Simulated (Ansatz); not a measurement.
Geometry optimisation, RKS B3LYP-D4/6-31G* (Ansatz 0.2.0).

input.yaml

```yaml
crystal:
  periodic: [false, false, false]
  atoms:
    - { symbol: C, position_ang: [-0.19262, 0.66953, -1.411] }
    - { symbol: Al, position_ang: [-0.51034, -0.62089, 0.06557] }
    - { symbol: B, position_ang: [0.57279, -0.50633, 1.88772] }
    - { symbol: F, position_ang: [1.4588, 0.4825, 1.83406] }
    - { symbol: H, position_ang: [0.82327, 1.08795, -1.40308] }
    - { symbol: H, position_ang: [-0.33238, 0.20385, -2.39566] }
    - { symbol: H, position_ang: [-0.87439, 1.53002, -1.38867] }
    - { symbol: H, position_ang: [-1.56017, -1.76403, -0.11503] }
    - { symbol: H, position_ang: [0.61504, -1.0826, 2.92609] }
basis:
  gaussian: { orbitals: "6-31G*" }
hamiltonian:
  xc: b3lyp
  dispersion: d4
relax:
  f_tol: 0.015
  max_steps: 40
```

Run as:

```bash
$ ansatz run input.yaml --threads 1 --pin off --max-ram 2048MiB --backend cpu --events-out ev --progress --plain --runs-dir out
```

Where does it end, and by what steps?

The run converged. The force dipped under the threshold on the way, but the program's further checks kept it going. After 35 steps the energy has fallen by 0.147 eV; F4 moved furthest, 1.45 Å.

| step | energy less start (eV) | largest force component (eV/Å) | accepted |
| --- | --- | --- | --- |
| 0 | 0.0000 | 0.534 | yes |
| 2 | -0.0892 | 0.194 | yes |
| 4 | -0.0936 | 0.115 | yes |
| 6 | -0.0952 | 0.022 | yes |
| 8 | -0.0879 | 0.406 | no |
| 10 | -0.0965 | 0.059 | yes |
| 12 | -0.0971 | 0.061 | yes |
| 14 | -0.0995 | 0.195 | yes |
| 16 | -0.1045 | 0.161 | yes |
| 18 | -0.1120 | 0.331 | yes |
| 20 | -0.1186 | 0.092 | yes |
| 22 | -0.1304 | 0.229 | yes |
| 24 | -0.1431 | 0.058 | yes |
| 26 | -0.1436 | 0.039 | yes |
| 28 | -0.1443 | 0.360 | no |
| 30 | -0.1469 | 0.098 | yes |
| 32 | -0.1474 | 0.006 | yes |
| 34 | -0.1474 | 0.007 | yes |
| 35 | -0.1474 | 0.011 | yes |

```xyz
9
Properties=species:S:1:pos:R:3
C -0.317 0.754 -1.403
Al -0.342 -0.636 -0.004
B 0.691 -0.437 1.884
F 1.952 -0.865 2.005
H 0.413 1.552 -1.228
H -0.112 0.317 -2.389
H -1.307 1.228 -1.481
H -1.212 -1.951 -0.282
H 0.233 0.039 2.897
```

Whether the end is a true minimum wasn't checked by a vibrational analysis.

Time of the run: 110 s on 1 CPU thread of a shared host.
